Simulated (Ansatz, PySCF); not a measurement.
Isomers of C2H5B. Gas-phase values, no solvent. One relaxed conformer stands for each flexible species; it need not be the lowest. Strings in code marks are SMILES.

Quantity: electronic energy of isomers of C2H5B relative to `BC=C`, in kcal/mol. The restricted reference of `BC=C` is unstable towards unrestricted orbitals.

Level 1: frozen-core CCSD(T)/cc-pVQZ // B3LYP-D3(BJ)/def2-TZVP (Ansatz, a program for electronic structure)
Level 2: frozen-core CCSDTQ/6-31g // B3LYP-D3(BJ)/def2-TZVP (Ansatz)
Level 3: LDA/cc-pVTZ // B3LYP-D3(BJ)/def2-TZVP (Ansatz)
Level 4: PBE-D3(BJ)/def2-TZVP // B3LYP-D3(BJ)/def2-TZVP (PySCF)

| species | level 2 | level 3 | level 4 |
|---|---|---|---|
| `B1CC1` | 20.5 | 3.03 | 8.26 |
| `[H]/B=C/C` | 19.1 | 13.1 | 15.4 |

Question: What does level 1 give for each?

Answer: 
- `B1CC1`: 12.8
- `[H]/B=C/C`: 18.0
